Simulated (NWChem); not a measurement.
System: C$_{2}$H$_{7}$FN$_{2}$SW; SMILES C[N](C)[W](=[NH])([F])=[S]

```xyz
14

W     -0.2220     0.2777    -0.0128
N     -1.3410     0.4128     1.3131
H     -1.6789     0.8006     2.1899
S      1.5580     1.4161     0.3899
F     -1.0309     0.8101    -1.6302
N      0.2427    -1.5887    -0.0647
C      1.3688    -1.9795    -0.8953
C     -0.2959    -2.6728     0.7287
H      2.2271    -2.2946    -0.2741
H      1.0843    -2.8155    -1.5578
H      1.7068    -1.1468    -1.5305
H     -0.6437    -3.4927     0.0753
H      0.4766    -3.0837     1.4045
H     -1.1416    -2.3227     1.3315
```
Atoms are numbered in this order, from 1.

Computed with NWChem. Medium grid unless said otherwise, to which SCAN and Minnesota functionals are sensitive. Structure relaxed at the PBE0/def2-SVP level. No frequency run checked for a minimum. def2 effective core potentials on W; no spin-orbit coupling. B3LYP is NWChem's, with the RPA form of VWN correlation. Total energies of different functionals are on different scales.

| level | energy (Ha) | highest occupied level (eV) | orbital gap (eV) | dipole (D) |
|---|---|---|---|---|
| B3LYP/def2-SVP | -754.9051 | -6.76 | 5.00 | 4.06 |
| PBE/def2-SVP | -754.4214 | -5.84 | 3.53 | 4.08 |
| N12/def2-SVP | -754.9182 | -5.72 | 3.48 | 4.12 |
| PBE0/def2-SVP | -754.3963 | -7.03 | 5.41 | 4.19 |
| MN15/def2-SVP | -754.2993 | -7.64 | 6.57 | 4.12 |
| Hartree-Fock/def2-SVP | -751.8061 | [?] | [?] | [?] |
| TPSS/def2-SVP | -754.9579 | -5.95 | 3.67 | 4.18 |

Complete the blanks.


- Hartree-Fock/def2-SVP, highest occupied level (eV): -9.69
- Hartree-Fock/def2-SVP, orbital gap (eV): 11.40
- Hartree-Fock/def2-SVP, dipole (D): 4.28
